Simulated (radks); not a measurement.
Neutral calcium inside a hard spherical wall (all orbitals vanish at R), configuration held at [Ar] 4s2 and not refilled when levels cross. Method: scalar-relativistic Kohn-Sham, LDA (Slater exchange, VWN5 correlation), spin-polarised, spherical densities, finite nucleus; Fermi nuclear charge, rms radius 3.4776 fm; computed with a radial shooting solver on a logarithmic mesh with Libxc functionals. Eigenvalues in eV for spin up, with the zero of energy where the potential of the charges vanishes at infinity; a dash marks a level that is unbound or too diffuse for the functional's potential to be trusted. A positive occupied level is held by the wall or, in an anion where self-interaction has pushed it up, behind a barrier. The pressure on the wall is -dE/dV.

R (bohr)	E (hartree)	kinetic (hartree)	e(2p)	e(3s)	e(3p)	e(4s)	e(3d, empty)	e(4p, empty)	pressure (GPa)
free	-678.69736	682.869	-334.59	-46.839	-27.991	-3.863	-2.136	-1.437	0
20	-678.69736	682.869	-334.59	-46.839	-27.991	-3.863	-2.136	-1.437	< 0.0001
15	-678.69734	682.869	-334.58	-46.837	-27.989	-3.861	-2.134	-1.429	0.000140
12	-678.69707	682.872	-334.56	-46.808	-27.961	-3.841	-2.108	-1.369	0.00474
10	-678.69524	682.887	-334.42	-46.680	-27.835	-3.745	-1.995	-1.170	0.0488
6	-678.60255	683.305	-332.07	-44.496	-25.696	-1.395	0.025	2.405	5.81
5	-678.44963	683.836	-330.06	-42.731	-23.985	1.535	1.843	6.400	22.9
2	-665.80809	720.445	-270.94	-0.530	20.804	145.56	53.735	158.95	14800
1.5	-640.78737	781.009	-208.94	63.224	87.725	355.97	117.68	361.02	94300
